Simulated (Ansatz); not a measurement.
Ideal-gas functions of CH₅BS₂ (`BSCS`) at 800 K and 1 bar, from an Ansatz frequency run at PBE0-D4/def2-TZVP.

Molar mass 92.0 g/mol, point group C1 (symmetry number 1), electronic degeneracy 1, moments of inertia 40.889, 230.87, 241.22 u Å². Harmonic wavenumbers (cm⁻¹, unscaled): 40, 222, 259, 306, 471, 666, 740, 771, 804, 853, 923, 987, 1177, 1183, 1242, 1431, 2595, 2701, 2710, 3096, 3163.

Use S(trans) = R[1.5 ln M + 2.5 ln T − 1.1517]; rotational temperatures θ = 24.2544 K / I; S(rot) = R[ln(√π/σ · √(T³/θAθBθC)) + 1.5]; for each mode x = 1.438777 ν̃/T, S = R[x/(eˣ − 1) − ln(1 − e⁻ˣ)] and H = RT x/(eˣ − 1); 1 cm⁻¹ = 0.0119627 kJ/mol; R = 8.31446 J/(mol·K).

**Question.** By hand: the entropy, in J/(mol·K).

**Answer.** Translation 185.8. Rotation: θ = 0.5932, 0.1051, 0.1005 K, giving 121.7. Vibration, mode by mode: 30.20, 16.00, 14.74, 13.38, 9.94, 7.29, 6.53, 6.23, 5.94, 5.53, 4.99, 4.56, 3.48, 3.45, 3.17, 2.43, 0.45, 0.38, 0.38, 0.21, 0.19, in all 139.5. Electronic 0.0. Sum 447.0 J/(mol·K).

**Question.** By hand: H − E and G − E in kJ/mol, counted from the electronic energy.

**Answer.** Zero-point energy ½ × 26340 × 0.0119627 = 157.5; thermal vibration 54.8; translation, rotation and pV give 4 RT = 26.6. H − E = 238.9 kJ/mol, and G − E = 238.9 − 800 × 447.0/1000 = -118.7 kJ/mol.

Vibration gives 31 % of the entropy, 30.2 J/(mol·K) of it from the mode under 150 cm⁻¹: soft modes count most, and the harmonic formula is weakest for them. The sum counts one conformer and one mirror image; others add a mixing term.
